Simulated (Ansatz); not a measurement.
An input meant for `C=CCCCCCCCCC[S][Ag]` (charge 0, singlet).

```yaml
crystal:
  periodic: [false, false, false]
  atoms:
    - {symbol: C, position_ang: [-5.752539, -0.638211, 0.623908]}
    - {symbol: C, position_ang: [-4.872280, 0.046773, -0.128570]}
    - {symbol: C, position_ang: [-3.922717, -0.565300, -1.121769]}
    - {symbol: C, position_ang: [-2.434869, -0.469727, -0.724030]}
    - {symbol: C, position_ang: [-1.888528, 0.959425, -0.624181]}
    - {symbol: C, position_ang: [-0.416150, 1.046751, -0.198159]}
    - {symbol: C, position_ang: [0.582367, 0.463072, -1.206117]}
    - {symbol: C, position_ang: [2.056055, 0.639001, -0.814607]}
    - {symbol: C, position_ang: [2.486557, -0.146918, 0.429380]}
    - {symbol: C, position_ang: [3.969772, 0.024570, 0.773880]}
    - {symbol: C, position_ang: [4.405588, -0.784859, 1.993650]}
    - {symbol: S, position_ang: [6.136775, -0.519050, 2.549037]}
    - {symbol: Ag, position_ang: [7.372852, -1.043649, 0.635775]}
    - {symbol: H, position_ang: [-6.415341, -0.133503, 1.344546]}
    - {symbol: H, position_ang: [-5.846150, -1.735283, 0.543645]}
    - {symbol: H, position_ang: [-4.821893, 1.145436, -0.010345]}
    - {symbol: H, position_ang: [-4.190487, -1.632632, -1.272578]}
    - {symbol: H, position_ang: [-4.054689, -0.064658, -2.108780]}
    - {symbol: H, position_ang: [-2.288117, -0.987936, 0.250040]}
    - {symbol: H, position_ang: [-1.842648, -1.042496, -1.469754]}
    - {symbol: H, position_ang: [-2.021260, 1.471454, -1.605104]}
    - {symbol: H, position_ang: [-2.499001, 1.536643, 0.102856]}
    - {symbol: H, position_ang: [-0.299835, 0.541433, 0.786304]}
    - {symbol: H, position_ang: [-0.154382, 2.113592, -0.020296]}
    - {symbol: H, position_ang: [0.378895, -0.620092, -1.359744]}
    - {symbol: H, position_ang: [0.410396, 0.944521, -2.194607]}
    - {symbol: H, position_ang: [2.268434, 1.720697, -0.654882]}
    - {symbol: H, position_ang: [2.698074, 0.331207, -1.669465]}
    - {symbol: H, position_ang: [2.262774, -1.227354, 0.274631]}
    - {symbol: H, position_ang: [1.874277, 0.163326, 1.304771]}
    - {symbol: H, position_ang: [4.202200, 1.097251, 0.949486]}
    - {symbol: H, position_ang: [4.597304, -0.279962, -0.097093]}
    - {symbol: H, position_ang: [3.802115, -0.485871, 2.880284]}
    - {symbol: H, position_ang: [4.216453, -1.867650, 1.837910]}
basis:
  gaussian: {orbitals: def2-mTZVP}
magnetization: {spin_polarized: true, initial_magnetization: 1}
hamiltonian: {xc: {name: PBE-QIDH}}
```

```sh
$ ansatz run in.yaml --threads 6 --pin off --events-out ev --progress --plain --max-ram 7833MiB
```

Output, abridged:

```
Error: a molecule whose nuclei and cores have a total charge of 122 cannot have a net charge of 0 together with 1 unpaired electrons
```

(1) Something in this input is off. What?

## Answers

(1) The number of unpaired electrons doesn't fit the electron count. The program refused the input.
